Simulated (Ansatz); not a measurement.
Z-matrix (Å, degrees):
```
B
N 1 1.4284
H 2 1.0031 1 123.30
H 2 1.0031 3 113.42 1 179.73
N 1 1.4293 2 120.01 3 0.29
H 5 1.0034 1 122.95 2 -174.62
H 5 1.0034 6 113.22 1 -169.68
N 1 1.4294 2 120.00 3 -179.65
H 8 1.0034 1 122.94 2 -174.56
H 8 1.0034 9 113.21 1 -169.44
```
Charge 0, multiplicity 1.

Calculation: frozen-core CCSD(T)/cc-pVTZ // B3LYP-D3(BJ)/def2-TZVP in Ansatz (a program for electronic structure).

```
Quantity                       Result
----------------------  -------------
HF energy               -191.73156 Ha
MP2 correlation energy    -0.74436 Ha
```

Question: Estimate the CCSD correlation energy, the (T) correction, the total energy and the T1 diagnostic.

Answer: 
| Item | Value |
|---|---|
| CCSD correlation energy | -0.77115 Ha |
| (T) correction | -0.02889 Ha |
| CCSD(T) total energy | -192.53160 Ha |
| T1 diagnostic | 0.009 |
